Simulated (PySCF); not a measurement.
## BaBr₂, singlet: computed properties

All numbers come from PBE0/[Ba x2c-TZVPall, Br x2c-TZVPall], spin-free X2C, density fitting, no spin–orbit coupling, PySCF.

The structure is a higher-order saddle point with 2 imaginary modes (one degenerate set).

```xyz
3
charge 0 multiplicity 1, angstrom
Ba    0.0000    0.0000    0.0000
Br    0.0000    0.0000    2.9151
Br    0.0000    0.0000   -2.9151
```

- Point group: D∞h
- Bond lengths: Ba–Br 2.915 Å (×2)
- Bond angles: Br–Ba–Br 180.0°
- Principal polarisabilities: 60.8, 60.8, 118.1 bohr³
- Dipole moment: 0.00 D
- Rotational constants: 0.01257 cm⁻¹
- Highest occupied level: -7.17 eV
- Lowest empty level: -2.09 eV
- Zero-point energy (real modes): 2.1 kJ/mol
- Principal quadrupole moments (Buckingham, traceless) about the centre of mass: -45.30, 22.65, 22.65 D Å

Harmonic modes (masses in u: Ba 137.905, Br 78.918):
```json
{"symmetry": "πu", "ω (cm⁻¹)": "31i", "IR (km/mol, summed over degenerate members)": "–"}
{"symmetry": "σg+", "ω (cm⁻¹)": "156", "IR (km/mol, summed over degenerate members)": "0.0"}
{"symmetry": "σu+", "ω (cm⁻¹)": "199", "IR (km/mol, summed over degenerate members)": "108"}
```

In D∞h the vibrations span πu + σg+ + σu+. The σg+ mode carries no infrared intensity, as symmetry demands. With a centre of inversion only u modes can be infrared active and only g modes Raman active.

Charges (e):
| atom | Mulliken | Löwdin | polar tensor | Mayer order to Ba1 |
| --- | --- | --- | --- | --- |
| Ba1 | 1.23 | 0.58 | 1.79 | – |
| Br2,3 | -0.62 | -0.29 | -0.89 | 0.70 |

Mulliken populations on Ba1: s 10.08, p 24.12, d 20.54, f 0.03.

Outer orbital energies (eV). occupied: -20.34, -19.12, -8.28, -7.54, -7.54, -7.36, -7.36, -7.17; empty: -2.09, -1.27, -1.27, -0.38.

Other isomers or separated fragments may lie lower.

The final relaxation and frequency run took of the order of 13 core-minutes on a shared host.
